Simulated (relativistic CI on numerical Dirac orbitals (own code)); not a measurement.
**Radial parameters of Dy37+**

Method of calculation: Dirac-Coulomb-Breit CI, orbitals from a KLI potential per configuration, QED by a radiative potential, unscaled Slater integrals (own radial code, finite nucleus).

Slater integrals F^k, G^k are unscaled and averaged over j, outside the closed core [Ar]; ζ comes from projecting the Hamiltonian with its Breit term on Σ l·s of the shell.

- 3d10.4p: ζ(4p) = 295320 cm⁻¹; <r>(4p) = 0.4709, <r^2>(4p) = 0.2509 (bohr units).
- 3d10.4d: ζ(4d) = 37167 cm⁻¹; <r>(4d) = 0.4676, <r^2>(4d) = 0.25 (bohr units).
- 3d10.4f: ζ(4f) = 5726.5 cm⁻¹; <r>(4f) = 0.4344, <r^2>(4f) = 0.2122 (bohr units).

Averages of the first 10 configurations, taken without configuration mixing, which lowers the lowest level and can move excited configurations by several eV; other configurations of the list can lie among them:

| Configuration | Parity | States | Average energy above the lowest level (eV) |
| --- | --- | --- | --- |
| 3d10.4s | even | 2 | 0.1 |
| 3d10.4p | odd | 6 | 115.6 |
| 3d10.4d | even | 10 | 265.3 |
| 3d10.4f | odd | 14 | 404.8 |
| 3d10.5s | even | 2 | 684.2 |
| 3d10.5p | odd | 6 | 739.1 |
| 3d10.5d | even | 10 | 809.7 |
| 3d10.5f | odd | 14 | 871.6 |
| 3d10.5g | even | 18 | 900.5 |
| 3d9.4p2 | even | 150 | 1362.1 |
